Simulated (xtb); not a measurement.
xtb input (GFN1-xTB):

```bash
xtb mol.xyz --gfn 1 --sp --chrg -1 --uhf 0
```
mol.xyz:
```
5

B      0.27170777    -0.54499076     0.28582818
O      0.88498575     0.13843838    -0.76103193
H      0.32900649     0.91856016    -1.04963488
O     -0.94804612    -0.01195205     0.69469437
H     -1.18306239     0.79450303     0.15119445
```

End of the output:

```
         :::::::::::::::::::::::::::::::::::::::::::::::::::::
         ::                     SUMMARY                     ::
         :::::::::::::::::::::::::::::::::::::::::::::::::::::
         :: total energy             -12.046439075072 Eh    ::
         :: gradient norm              0.133185488455 Eh/a0 ::
         :: HOMO-LUMO gap              3.960253465233 eV    ::
         ::.................................................::
         :: SCC energy               -12.102975875252 Eh    ::
         :: -> electrostatic           0.248121613738 Eh    ::
         :: repulsion energy           0.057280415607 Eh    ::
         :: dispersion energy         -0.000743615426 Eh    ::
         :: halogen bond corr.         0.000000000000 Eh    ::
         :: add. restraining           0.000000000000 Eh    ::
         :: total charge              -1.000000000000 e     ::
         :::::::::::::::::::::::::::::::::::::::::::::::::::::

           -------------------------------------------------
          |                Property Printout                |
           -------------------------------------------------

    * Orbital Energies and Occupations

         #    Occupation            Energy/Eh            Energy/eV
      -------------------------------------------------------------
         1        2.0000           -0.4749870             -12.9251
         2        2.0000           -0.4686605             -12.7529
         3        2.0000           -0.3361223              -9.1464
         4        2.0000           -0.3183598              -8.6630
         5        2.0000           -0.2823364              -7.6828
         6        2.0000           -0.2486413              -6.7659
         7        2.0000           -0.2086200              -5.6768
         8        2.0000           -0.2065168              -5.6196
         9        2.0000           -0.0189906              -0.5168 (HOMO)
        10                          0.1265460               3.4435 (LUMO)
        11                          0.1454809               3.9587
        12                          0.1954329               5.3180
        13                          0.5213986              14.1880
        14                          0.5753666              15.6565
        15                          0.7052562              19.1910
        16                          0.7582829              20.6339
      -------------------------------------------------------------
                  HL-Gap            0.1455366 Eh            3.9603 eV
             Fermi-level            0.0537777 Eh            1.4634 eV
Note: The following floating-point exceptions are signalling: IEEE_DENORMAL
normal termination of xtb

  Mulliken/CM5 charges         n(s)   n(p)   n(d)
     1B    -0.14081 -0.22584   1.289  1.852  0.000
     2O    -0.61704 -0.74521   1.716  4.901  0.000
     3H     0.18744  0.35814   0.813  0.000  0.000
     4O    -0.61704 -0.74521   1.716  4.901  0.000
     5H     0.18744  0.35814   0.813  0.000  0.000

Wiberg/Mayer (AO) data.
largest (>0.10) Wiberg bond orders for each atom

 ---------------------------------------------------------------------------
     #   Z sym  total        # sym  WBO       # sym  WBO       # sym  WBO
 ---------------------------------------------------------------------------
     1   5 B    2.282 --     2 O    1.030     4 O    1.030     5 H    0.111
                             3 H    0.111
     2   8 O    1.977 --     1 B    1.030     3 H    0.898
     3   1 H    1.045 --     2 O    0.898     1 B    0.111
     4   8 O    1.977 --     1 B    1.030     5 H    0.898
     5   1 H    1.045 --     4 O    0.898     1 B    0.111
 ---------------------------------------------------------------------------

Topologies differ in total number of bonds
Writing topology from bond orders to xtbtopo.mol

 dipole moment from electron density (au)
     X       Y       Z
  -0.9207   1.8467  -0.9685  total (Debye):    5.794

           -------------------------------------------------
          | TOTAL ENERGY              -12.046439075072 Eh   |
          | GRADIENT NORM               0.133185488455 Eh/α |
          | HOMO-LUMO GAP               3.960253465233 eV   |
           -------------------------------------------------

------------------------------------------------------------------------
------------------------------------------------------------------------
 total:
 SCF:
```
